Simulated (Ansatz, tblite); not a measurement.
Isomers of B$_{8}$Sb$_{8}$ (singlet), found by a short tight-binding search and relaxed with PBE-D4/def2-SVP in Ansatz.

In the def2 sets Sb takes a core potential; there is no spin–orbit coupling. The xTB rows come from tblite. Correlated methods freeze 40 core orbitals; core or outer-core shells of Sb are correlated, in sets that lack core-valence functions. Single mean-field runs in def2-TZVP are fitted with def2-universal-jkfit.

Run but left out: HF/def2-SVP (A: restricted singlet, unstable towards broken spin symmetry); PBE-QIDH/def2-TZVP (A: restricted singlet, unstable in another Hartree–Fock run and untested here).

A: The restricted singlet is unstable towards broken spin symmetry in Hartree–Fock (as tested in another run); at PBE-D4/def2-TZVP, r2SCAN-D4/def2-TZVP, PBE0-D4/def2-SVP, PBE0-D4/def2-TZVP this wasn't settled. At MP2/def2-SVP the restricted singlet (for correlated methods, its reference) is unstable: a solution with broken spin symmetry lies lower. B: The restricted singlet is unstable towards broken spin symmetry in Hartree–Fock (as tested in another run); at PBE-D4/def2-TZVP, r2SCAN-D4/def2-TZVP, PBE0-D4/def2-SVP, PBE0-D4/def2-TZVP this wasn't settled. At MP2/def2-SVP the restricted singlet (for correlated methods, its reference) is unstable: a solution with broken spin symmetry lies lower.

Other spin states weren't relaxed.

A:

Cartesian coordinates in Å:
```
B 1.2572 -0.4560 -0.7999
B 1.8235 0.1144 1.3683
B 2.2872 1.7756 0.9615
B -1.8534 -2.2753 -1.4539
B -1.9947 -0.7345 -1.2112
B -1.8117 1.7488 1.3242
B 0.6404 -0.7402 0.7055
B 1.0164 1.1297 0.1716
Sb -1.2928 -1.8104 0.9186
Sb -0.2957 -3.7582 -1.3613
Sb 3.9089 0.7441 1.9607
Sb 0.0454 -1.1443 -2.5899
Sb 3.1725 0.7606 -1.0113
Sb -2.9705 1.2340 -0.9182
Sb -3.4204 0.6007 1.9623
Sb -0.5124 2.8108 -0.0272
```

B:

```xyz
16

B    -0.8038   -0.4260    1.7694
B     0.0469   -0.9413    0.3119
B     0.6324    0.5601    0.9135
B    -0.2624    1.7419   -0.1697
B    -0.4670   -0.9830   -1.3252
B    -1.1653    0.5745   -1.3525
B     0.4613    0.4872   -0.8854
B     1.7343   -0.7947    1.0542
Sb   -3.1147    1.4385   -0.8203
Sb    0.5960   -2.2403    2.2860
Sb   -2.3716   -1.1973    0.2875
Sb   -0.3771    1.5505    2.7171
Sb    1.1227   -2.1731   -2.5131
Sb    2.2298    0.4912   -2.3793
Sb    3.2447   -1.4365   -0.5712
Sb   -1.5060    3.3482    0.6770
```

Q: Estimate their order by electronic energy at PBE0-D4/def2-TZVP, counted from the lowest.

A: B (0.0) < A (76.6), in kcal/mol.

Q: Do the other levels pick the same lowest one?

A: All that were run do. Energies above each level's lowest (kcal/mol):

```csv
level,A,B
GFN1-xTB,31.6,0.0
GFN2-xTB,59.4,0.0
PBE-D4/def2-SVP,79.5,0.0
PBE-D4/def2-TZVP,73.1,0.0
r2SCAN-D4/def2-TZVP,67.6,0.0
PBE0-D4/def2-SVP,83.5,0.0
PBE0-D4/def2-TZVP,76.6,0.0
RPA@PBE/def2-SVP,70.3,0.0
MP2/def2-SVP,85.8,0.0
```
Point groups (tolerance 0.1 Å): A not assigned, B not assigned. Lower isomers may exist. From def2-SVP to def2-TZVP the PBE0 values move by up to 6.9 kcal/mol, so results in the small set are rough.
